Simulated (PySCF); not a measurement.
Computed shifts of a molecule C₄H₂F₂O₂, HF/pcSseg-1 (PySCF), GIAO, gas phase, equivalent atoms averaged, in ppm (number of nuclei): ¹³C: 193.8 (1), 179.0 (1), 126.3 (1), 70.8 (1). ¹⁹F: -57.8 (1), -196.4 (1). ¹H: 4.72 (2). References: ¹⁷O against H2O (σ = 333.0 ppm); ¹³C against TMS (σ = 192.6 ppm); ¹⁹F against CFCl3 (σ = 238.5 ppm); ¹H against TMS (σ = 31.99 ppm), references at their B3LYP-D3(BJ)/def2-TZVP geometries, non-relativistic. Geometry optimised at B3LYP-D3(BJ)/def2-SVP. The values are those of a single conformer.

Problem. Which molecule gave these data?
(A) O=C[C@@]1(F)OC=C1F
(B) FC1=COC(F)=CO1
(C) FC(F)=C=C1OCO1
(D) O=C1COC(F)=C1F

Solution. D, O=C1COC(F)=C1F
